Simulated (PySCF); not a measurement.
# Tl²⁺ (thallium, charge +2) across methods

[Xe] 4f14 5d10 6s1, 2S determinant. Computed with PySCF 2.14 in aug-cc-pwCVDZ-PP with ECP60MDF (6s5p4d1f, 48 functions), with scalar relativity through the core potential. The B2PLYP total includes its PT2 part (frozen core); its orbital energies are those of the SCF part.

```
 method  E (hartree)  mean ε 5d α (eV)  mean ε 5d β (eV)  mean ε 6s α (eV)  Σ⟨r²⟩ (bohr²)   ⟨S²⟩
 PBEsol    -171.3811           -33.398           -33.026           -25.854          36.54  0.751
 r2SCAN    -171.6270           -33.935           -33.475           -26.019          36.28  0.752
r2SCANh    -171.6060           -34.709           -34.262           -26.378          36.28  0.751
    PBE    -171.5806           -33.409           -33.041           -25.745          36.52  0.750
    UHF   -170.65416           -40.650           -40.251           -28.416          36.45  0.751
    LDA    -171.2809           -33.568           -33.236           -26.143          36.64  0.750
 B2PLYP    -171.2486           -37.390           -37.032           -27.347          36.48  0.751
   PBE0    -171.5550           -35.499           -35.120           -26.637          36.41  0.751
   MN15    -171.2236           -36.009           -35.624           -27.784          36.62  0.750
```

Energies and moments cover only the electrons outside the core potential. Spin-orbit coupling, which splits the p, d and f shells strongly at this Z, is absent.
